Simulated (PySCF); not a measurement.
C₄H₄OSe, SMILES O=C[C@@H]1C=C[Se]1.

Coordinates come from a ωB97X-D3(BJ)/def2-SVP optimisation. The structure was generated by enumeration; whether it is a known compound was not checked. Other conformers were not sampled.

Two levels are set side by side: TDA-PBE/def2-SVPD (PySCF) and TDA-LC-ωPBE/def2-SVPD (PySCF). Vertical, same geometry. The lowest singlet is HOMO→LUMO 98 % with PBE and HOMO→LUMO 82 % with the other functional; states are paired by order. Differences are taken from unrounded values.

```json
[
 {"quantity": "lowest singlet excitation (eV)", "TDA-LC-ωPBE": "3.65", "TDA-PBE": "2.95", "TDA-PBE minus TDA-LC-ωPBE": "-0.70"},
 {"quantity": "lowest triplet excitation (TDA) (eV)", "TDA-LC-ωPBE": "3.09", "TDA-PBE": "2.58", "TDA-PBE minus TDA-LC-ωPBE": "-0.52"}
]
```

Functionals without exact exchange tend to place singlet excitations lower, as here. Differences between two approximate levels are no errors against the true value.

Rough cost on one machine, each run with all the roots and properties that it gave: TDA-LC-ωPBE against TDA-PBE about 3 times.
